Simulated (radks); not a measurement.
The silicon ion Si13+, 1 electrons, occupied as 1s0.5 2s0.5 (fractional occupations, a model configuration). Method: scalar-relativistic Kohn-Sham, PBE, spin-polarised, spherical densities, finite nucleus; open shells are filled with parallel spins first; Fermi nuclear charge, rms radius 3.1224 fm; computed with a radial shooting solver on a logarithmic mesh with Libxc functionals.

Radial electron density D(r) = 4 pi r^2 rho(r):

r (bohr),D(r) (e/bohr)
0.005793,0.1837
0.006963,0.2562
0.008437,0.3602
0.01022,0.5017
0.01239,0.6915
0.01501,0.9408
0.01804,1.245
0.02186,1.637
0.02649,2.102
0.03209,2.624
0.03889,3.165
0.04674,3.641
0.05664,4.006
0.06862,4.140
0.08315,3.961
0.1007,3.451
0.1211,2.730
0.1467,1.918
0.1778,1.283
0.2154,0.9993
0.261,1.064
0.3163,1.273
0.3802,1.346
0.4606,1.140
0.5582,0.7340
0.6763,0.3448
0.8195,0.1120
0.985,0.02531
1.193,0.003221
1.446,0.0002206

D(r) has 2 maxima, at r = 0.0681, 0.368 bohr, and minima at 0.226 bohr, inside which lie 0.52 electrons.
